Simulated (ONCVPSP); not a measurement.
**nickel, ONCV: configuration errors across variants**

ONCVPSP 4.0.1 input, shortened (lines: element, Z, core and valence counts, functional; n l f; lmax; l rc ep ncon nbas qcut; lloc lpopt rc5 dvloc0; l nproj debl; icmod fcfact rcfact), PBEsol, scalar-relativistic:

```
  Ni 28.00    3    4  -116133      upf
    1    0    2.00
    2    0    2.00
    2    1    6.00
    3    0    2.00
    3    1    6.00
    3    2    8.00
    4    0    1.00
    2
    0    1.40    0.00    4    7    9.50
    1    0.75    0.00    4    7    8.90
    2    0.75    0.00    4    9   17.60
    2    5    0.75    0.00
    0    2    1.20
    1    3    0.50
    2    0    0.60
    1    0.20    0.00
```

In the p channel the program set the typed energies aside and used -2.954, 0.250, 0.750 Ha.

All-electron excitation energies from the reference (eV): (1) 3s2 3p6 3d8 4s2 -9.337; (2) 3s2 3p6 3d8 4s0 17.261; (3) 3s2 3p6 3d7 4s0 54.698; (4) 3s2 3p6 3d8 4s1 4p1 -4.707.

2 further variants failed, have other tests or too few solved ones, and are left out.

A true bound ghost makes a file unfit for plane-wave use even where its test errors are small: the radial tests pick states by their node count and pass the ghost by.

Errors AE − PS in meV (a dash: test not solved or not reliable):

| change | (1) | (2) | (3) | (4) | bound ghosts | GHOST(+) flags above zero |
| --- | --- | --- | --- | --- | --- | --- |
| base | +1.2 | -0.8 | -6.5 | +0.4 | p | s |
| core correction none | +1.4 | -0.3 | -6.3 | +0.4 | p | s |
| all radii but the core radius scaled by about 1.14 (s 1.60, p 0.86, d 0.86 bohr) | +1.3 | -1.0 | -10 | +0.4 | none | s |
| d: nproj 1; local potential polynomial inside 0.70 bohr (lpopt 5, dvloc0 2 Ha) | +1.2 | -0.8 | -4.4 | +0.4 | p | none |

**Question.** Give the same row for: p: qcut 12.4.

**Answer.** +1.2, -0.8, -6.6, +0.4; bound ghosts: p; GHOST(+) flags above zero: s, p.
